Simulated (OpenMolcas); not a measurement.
Ag2+ among 6 point charges of -1.7 e arranged as a trigonal antiprism (D3d), 2.05 Å from the ion, with a polar angle of 64.6° against the regular 54.74°.
```
   0.0000    1.8517    0.8797  -1.70
  -1.6036   -0.9258    0.8797  -1.70
   1.6036   -0.9258    0.8797  -1.70
   0.0000   -1.8517   -0.8797  -1.70
   1.6036    0.9258   -0.8797  -1.70
  -1.6036    0.9258   -0.8797  -1.70
```

- Program: OpenMolcas 26.06
- Method: SS-CASPT2, IPEA 0.25 Eh, imaginary shift 0.1 Eh (closed shells correlated: 4s 4p)
- Basis: ANO-RCC-VDZP [6s5p3d1f]
- Scalar Hamiltonian: DKH2, point nucleus
- Active space: 9 electrons in 5 orbitals (4d)
- State averaging: 2S+1 = 2 even, 5 roots
- Spin-orbit coupling: state interaction with AMFI integrals over the reference wave functions

(1) What is the spin-free ground state (labels of D3, the rotations of D3d)?

(2) Where is the first state of the same spin?

(3) What are the lowest two levels with spin-orbit coupling?

(4) What is χT at 300 K, and how does it compare with the textbook value?

Answers

(1) 2E, 2-fold in its orbital part, 100 % from free-ion D terms; it has the highest spin that d9 allows.

(2) 2E at 9280 cm-1 above the ground state.

(3) A 2-fold level E1/2 with g = 0.06, 0.06, 5.50, then a 2-fold level E3/2 2640 cm-1 above it. Their leading multiplicities are 2 (100 %) and 2 (100 %).

(4) The lowest level has 2S+1 = 2, for which the spin-only value is χT = S(S+1) / 2 = 0.375 cm3 K/mol (g = 2). The computed 1.015 at 300 K differs by +0.640, through orbital momentum, spin-orbit coupling and any other state in reach.

Roots that are degenerate in the reference are averaged as groups; the widest CASPT2 spread within a group is 40 cm-1 (the 2-fold group of multiplicity 2 near 0 cm-1 above the lowest state of its run). Shifts and gaps below about the spread of the groups concerned are not significant. An orbital doublet at a regular site is open to a Jahn-Teller distortion, which this geometry leaves out. Free-ion shares, where given, are those of the reference states; single-state CASPT2 does not remix them. This is an electrostatic model: the charges have no orbitals. No measured value stands beside these numbers.
